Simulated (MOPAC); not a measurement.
Input for MOPAC: PM6 on GaH4N (SMILES [NH2][GaH2]), a point of a torsion scan.

```
PM6 1SCF PRECISE CHARGE=0 THREADS=1
GaH4N

N     -1.00354473 1    -0.04199623 1    -0.22769055 1
Ga     0.79374382 1    -0.26989149 1    -0.49574927 1
H     -1.37823639 1     0.83215138 1     0.12783431 1
H     -1.55738922 1    -0.78157494 1     0.19639337 1
H      1.35206830 1     0.11462966 1    -1.89339845 1
H      1.78407146 1    -0.90626398 1     0.53832388 1
```

Program output:

```
*******************************************************************************
 **                                                                           **
 **                              MOPAC v23.2.5                                **
 **                                                                           **
 *******************************************************************************
 ** MOPAC's Digital Object Identifier: https://doi.org/10.5281/zenodo.6511958 **
 **                                                                           **
 ** Please cite the open-source release paper for use of this MOPAC version:  **
 ** J. E. Moussa and J. J. P. Stewart (2026)                                  **
 ** MOPAC: An open-source semiempirical molecular orbital program             **
 ** J. Open Source Softw., 11(119), 8025, https://doi.org/10.21105/joss.08025 **
 *******************************************************************************

                              PM6 CALCULATION RESULTS

 *******************************************************************************
 *  PM6        - The PM6 Hamiltonian to be used
 *
 *
 *
 *                 CHARGE ON SYSTEM = 0
 *
 *
 *
 *  PRECISE    - TIGHTER CRITERIA TO BE USED
 *  1SCF       - DO 1 SCF AND THEN STOP
 *  THREADS=1  - MULTI-THREADING NOT USED
 *  T=         - A TIME OF 172800.0 SECONDS REQUESTED
 *  DUMP=N     - RESTART FILE WRITTEN EVERY 7200.0 SECONDS REQUESTED
 *******************************************************************************
PM6 1SCF PRECISE CHARGE=0 THREADS=1
 GaH4N

   ATOM   CHEMICAL          X               Y               Z
  NUMBER   SYMBOL      (ANGSTROMS)     (ANGSTROMS)     (ANGSTROMS)

     1       N         -1.00354473  *  -0.04199623  *  -0.22769055  *
     2      Ga          0.79374382  *  -0.26989149  *  -0.49574927  *
     3       H         -1.37823639  *   0.83215138  *   0.12783431  *
     4       H         -1.55738922  *  -0.78157494  *   0.19639337  *
     5       H          1.35206830  *   0.11462966  *  -1.89339845  *
     6       H          1.78407146  *  -0.90626398  *   0.53832388  *



          CARTESIAN COORDINATES

    NO.       ATOM           X           Y           Z

     1         N         -1.0035     -0.0420     -0.2277
     2        Ga          0.7937     -0.2699     -0.4957
     3         H         -1.3782      0.8322      0.1278
     4         H         -1.5574     -0.7816      0.1964
     5         H          1.3521      0.1146     -1.8934
     6         H          1.7841     -0.9063      0.5383

 General Reference for PM6:
 "Optimization of Parameters for Semiempirical Methods V: Modification of NDDO Approximations
 and Application to 70 Elements", J. J. P. Stewart, J. Mol. Mod., 13, 1173-1213 (2007)
 URL: https://link.springer.com/article/10.1007/s00894-007-0233-4

           Empirical Formula: H4 N Ga  =     6 atoms



      MOLECULAR POINT GROUP   :   C1


      RHF CALCULATION, NO. OF DOUBLY OCCUPIED LEVELS = 6


 -------------------------------------------------------------------------------
 PM6 1SCF PRECISE CHARGE=0 THREADS=1
 GaH4N



     1SCF WAS SPECIFIED, SO BFGS WAS NOT USED
     SCF FIELD WAS ACHIEVED


                              PM6 CALCULATION
                                                       MOPAC v23.2.5 Linux




          FINAL HEAT OF FORMATION =         28.78497 KCAL/MOL =     120.43631 KJ/MOL


          COSMO AREA              =         83.11 SQUARE ANGSTROMS
          COSMO VOLUME            =         64.54 CUBIC ANGSTROMS

          IONIZATION POTENTIAL    =          9.108793 EV
          HOMO LUMO ENERGIES (EV) =         -9.109 -0.290
          NO. OF FILLED LEVELS    =          6
          MOLECULAR WEIGHT        =         87.7733         POINT GROUP:  C1

          MOLECULAR DIMENSIONS (Angstroms)

            Atom       Atom       Distance
            H     5    H     4     3.69261
            H     6    H     3     3.13285
            H     6    H     4     1.09225


          SCF CALCULATIONS        =          1





   ATOM   CHEMICAL          X               Y               Z
  NUMBER   SYMBOL      (ANGSTROMS)     (ANGSTROMS)     (ANGSTROMS)

     1       N         -1.00354473  *  -0.04199623  *  -0.22769055  *
     2      Ga          0.79374382  *  -0.26989149  *  -0.49574927  *
     3       H         -1.37823639  *   0.83215138  *   0.12783431  *
     4       H         -1.55738922  *  -0.78157494  *   0.19639337  *
     5       H          1.35206830  *   0.11462966  *  -1.89339845  *
     6       H          1.78407146  *  -0.90626398  *   0.53832388  *

                             CARTESIAN COORDINATES

   1    N       -1.003544730    -0.041996230    -0.227690550
   2   Ga        0.793743820    -0.269891490    -0.495749270
   3    H       -1.378236390     0.832151380     0.127834310
   4    H       -1.557389220    -0.781574940     0.196393370
   5    H        1.352068300     0.114629660    -1.893398450
   6    H        1.784071460    -0.906263980     0.538323880


           Empirical Formula: H4 N Ga  =     6 atoms



      MOLECULAR POINT GROUP   :   C1


                  EIGENVALUES
 -29.63410 -18.29388 -16.02166 -13.58233 -12.30711  -9.10879  -0.29014   1.76612
   3.78697   4.45915   6.19927   7.01584


              NET ATOMIC CHARGES AND DIPOLE CONTRIBUTIONS

  ATOM NO.   TYPE          CHARGE      No. of ELECS.   s-Pop       p-Pop
    1          N          -0.592227        5.5922     1.52358     4.06865
    2         Ga          -0.119889        3.1199     1.28961     1.83028
    3          H           0.240991        0.7590     0.75901
    4          H           0.221743        0.7783     0.77826
    5          H           0.132317        0.8677     0.86768
    6          H           0.117065        0.8829     0.88293
 DIPOLE           X         Y         Z       TOTAL
 POINT-CHG.     1.006    -0.031     0.390     1.079
 HYBRID        -0.755     0.067     0.925     1.196
 SUM            0.250     0.036     1.315     1.339


          ATOMIC ORBITAL ELECTRON POPULATIONS

     Atom    s        px        py        pz
    1  N   1.52358   1.20740   1.16443   1.69681
    2 Ga   1.28961   0.68074   0.27429   0.87525
    3  H   0.75901
    4  H   0.77826
    5  H   0.86768
    6  H   0.88293

 **********************
 *                    *
 * JOB ENDED NORMALLY *
 *                    *
 **********************




 == MOPAC DONE ==
```

The run finished.

Cost: very roughly 0.05 core-seconds.
